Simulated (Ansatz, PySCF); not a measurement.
(1E)-1-bromobuta-1,3-diene (C₄H₅Br), SMILES C=C/C=C/Br.

The structure is a stationary point at B3LYP-D3(BJ)/def2-SVP. Other conformers were not sampled.

Vertical ionisation energy (IE) and electron affinity (EA) in eV. Rows of orbital energies are one-electron estimates. Where ΔSCF, EOM or ADC give a negative EA the extra electron is unbound and the value depends on the basis.

| level | IE | EA |
|---|---|---|
| −ε(HOMO), −ε(LUMO), CAM-B3LYP/def2-TZVP (PySCF) | 7.94 | 0.15 |
| −ε(HOMO), −ε(LUMO), PBE/def2-TZVP (PySCF) | 5.74 | 2.14 |
| ΔSCF, PBE0/def2-SVPD (Ansatz), final states of multiplicity 2 and 2 | 8.65 | -0.46 |
| ΔSCF, PBE/def2-SVPD (Ansatz), final states of multiplicity 2 and 2 | 8.52 | -0.46 |

Task: What vertical singlet–triplet gap does ΔSCF give with PBE0/def2-SVPD (Ansatz, a quantum-chemistry and plane-wave program) and with PBE/def2-SVPD (Ansatz)? (Estimate from the structure and the level; the computed values follow.)

Result: 3.00 and 2.99 eV (triplet above singlet where positive).
